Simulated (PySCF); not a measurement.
# Spin-rotation constants: `C=CO/C=C(\F)Cl`, C4H4ClFO

Cartesian coordinates in Å; atom numbers follow the order of the lines, from 1:
```xyz
11

C    -1.901    0.536    0.669
C    -1.321   -0.650    0.587
O    -0.012   -0.947    0.356
C     0.837    0.020   -0.061
C     2.158   -0.148   -0.026
F     2.741   -1.250    0.461
Cl    3.272    1.012   -0.616
H    -2.955    0.600    0.860
H    -1.375    1.468    0.561
H    -1.868   -1.572    0.729
H     0.428    0.934   -0.466
```

The calculation used PySCF 2.14.0, GIAO CAM-B3LYP/pcSseg-1 magnetisability, rotational g tensor and spin-rotation constants, non-relativistic, gas phase. Geometry: GFN2-xTB.

(1) Give the nuclear spin-rotation constants along the inertial axes (H = +C I·J) beside the isotropic shieldings.

(2) How do the rotational constants and the g tensor change when H8, H9, H10, H11 are replaced by deuterium?

Results:

(1) Rotational constants 5.1489, 1.0402, 0.8756 GHz. A star marks the isotopologue with that one atom substituted, in its own axes.
| atom | isotope | Caa (kHz) | Cbb (kHz) | Ccc (kHz) | mean (kHz) | σ (ppm) |
| --- | --- | --- | --- | --- | --- | --- |
| F6 | 19F | 6.514 | 1.292 | 0.698 | 2.835 | 279.0 |
| Cl7 | 35Cl | 0.844 | 0.211 | 0.329 | 0.461 | 728.6 |
| H8 | 1H | 0.384 | -0.107 | -0.107 | 0.057 | 27.3 |
| H9 | 1H | -0.138 | -0.013 | -0.099 | -0.083 | 27.3 |
| H10 | 1H | -0.052 | -0.008 | -0.083 | -0.048 | 25.1 |
| H11 | 1H | -0.466 | 0.085 | -0.103 | -0.162 | 25.4 |
| C1 | 13C* | 2.120 | 0.239 | 0.112 | 0.823 | 92.1 |
| C2 | 13C* | 2.689 | 0.331 | 0.204 | 1.075 | 25.0 |
| O3 | 17O* | -1.210 | -0.244 | -0.056 | -0.503 | 179.3 |
| C4 | 13C* | 1.557 | 0.450 | 0.182 | 0.730 | 54.9 |
| C5 | 13C* | 1.855 | 0.434 | 0.253 | 0.847 | 26.7 |

For the geometry as given, no vibrational averaging.

(2) Constants 4.7704, 0.9693, 0.8160 GHz; g -0.0497, -0.0092, -0.0045, against -0.0534, -0.0098, -0.0047 before.
